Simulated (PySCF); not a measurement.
## Correlation energy of As (arsenic, neutral)

[Ar] 3d10 4s2 4p3, high-spin 4S determinant. Calculation: PySCF 2.14, in aug-cc-pVDZ-DK; scalar relativity by spin-free X2C-1e. Frozen: [Ar] 3d10; 5 electrons correlated.

```
  level  correlation energy (mhartree)
   CCSD                         -71.36
    (T)                          -1.11
CCSD(T)                         -72.47
  CCSDT                         -72.75
```

Diagnostics: T1 = 0.0027, D1 = 0.0064, largest double amplitude 0.037.

Cost of the coupled-cluster step: about 0.4 core-seconds, for 5 correlated electrons.

Iterations:

```
CC2 = 0
CCSD nocc = (np.int64(4), np.int64(1)), nmo = (22, 22)
frozen orbitals [[0, 1, 2, 3, 4, 5, 6, 7, 8, 9, 10, 11, 12, 13], [0, 1, 2, 3, 4, 5, 6, 7, 8, 9, 10, 11, 12, 13]]
max_cycle = 100
direct = 0
conv_tol = 1e-08
conv_tol_normt = 1e-06
diis_space = 8
diis_start_cycle = 0
Init t2, MP2 energy = -0.0565088447132451
Init E_corr(UCCSD) = -0.0565088447154057
cycle = 1  E_corr(UCCSD) = -0.0680950333991647  dE = -0.0115861887  norm(t1,t2) = 0.0405301
cycle = 2  E_corr(UCCSD) = -0.0705240864147134  dE = -0.00242905302  norm(t1,t2) = 0.0109555
cycle = 3  E_corr(UCCSD) = -0.0713819123978046  dE = -0.000857825983  norm(t1,t2) = 0.00379392
cycle = 4  E_corr(UCCSD) = -0.0713631094785558  dE = 1.88029192e-05  norm(t1,t2) = 0.000609461
cycle = 5  E_corr(UCCSD) = -0.071363848469639  dE = -7.38991083e-07  norm(t1,t2) = 8.67585e-05
cycle = 6  E_corr(UCCSD) = -0.07136335275641  dE = 4.95713229e-07  norm(t1,t2) = 1.88617e-05
cycle = 7  E_corr(UCCSD) = -0.0713637259301874  dE = -3.73173777e-07  norm(t1,t2) = 4.43364e-06
cycle = 8  E_corr(UCCSD) = -0.0713635859362613  dE = 1.39993926e-07  norm(t1,t2) = 7.14561e-07
cycle = 9  E_corr(UCCSD) = -0.0713636047932517  dE = -1.88569904e-08  norm(t1,t2) = 1.74729e-07
cycle = 10  E_corr(UCCSD) = -0.071363607033525  dE = -2.24027327e-09  norm(t1,t2) = 3.10307e-08
UCCSD converged
E(UCCSD) = -2258.989228225128  E_corr = -0.07136360703352498
UCCSD(T) correction = -0.00111013218597914
```
